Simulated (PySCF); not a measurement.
How methods differ on the excitation energy of Zn(2+)

Zn(2+) [Ar] 3d10 (1S) → Zn(2+) [Ar] 3d9 4s1 (3D), as a difference of total energies. Calculation: PySCF 2.14, in aug-cc-pVQZ-DK (9s8p6d4f3g2h, 140 functions); scalar relativity by spin-free X2C-1e. Correlated levels: valence: [Ar] frozen. The calculations carry no spin-orbit coupling.

| method | excitation energy (eV) |
| --- | --- |
| UHF | 7.997 |
| LDA | 9.625 |
| PBE | 9.271 |
| PBE0 | 9.168 |
| r2SCAN | 9.065 |
| B2PLYP | 9.341 |
| MN15 | 10.304 |
| BHandHLYP | 8.815 |
| MP2 (valence) | 10.199 |
| SCS-MP2 (valence) | 10.029 |

How much does correlation contribute at MP2 (valence)?

10.199 − (7.997) = 2.202 eV, measured against UHF.

A first-order spin-orbit estimate (lowest level to lowest level, LS coupling) adds -0.150 eV.
